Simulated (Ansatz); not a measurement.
Isolated molecules relaxed with PBE0-D4/def2-TZVP in Ansatz; ΔE leaves out vibrations. CBS: MP2 limit from def2 TZ/QZ plus the TZ coupled-cluster correction, frozen cores. This one scheme is used for every species. DFT in def2-TZVPP. Each species was taken in one conformer, which may not be the lowest.

Consider the substitution at a C–Si bond: `C#C[SiH](C)OC` + `O[SiH2]F` → `C#CO[SiH2]F` + `CO[SiH2]C`.

```tsv
level	ΔE (kJ/mol)
revPBE-D4	140.0
BLYP-D4	141.6
PBE	137.0
SCS-MP2/def2-QZVPP	160.4
```

What does CCSD(T)/CBS give? (An estimate is asked.)

Ansatz gave: +159.7 kJ/mol. The listed levels differ from it by -19.7, -18.1, -22.7, 0.7 kJ/mol.

Largest T1 diagnostic among the species: 0.013.

At CCSD(T), def2-SVP lies −25.7 kJ/mol from the extrapolated value and def2-TZVPP −3.4 kJ/mol. From PBE to PBE0 (25 % exact exchange), in def2-TZVPP and without D4, ΔE moves by +3.4 kJ/mol.
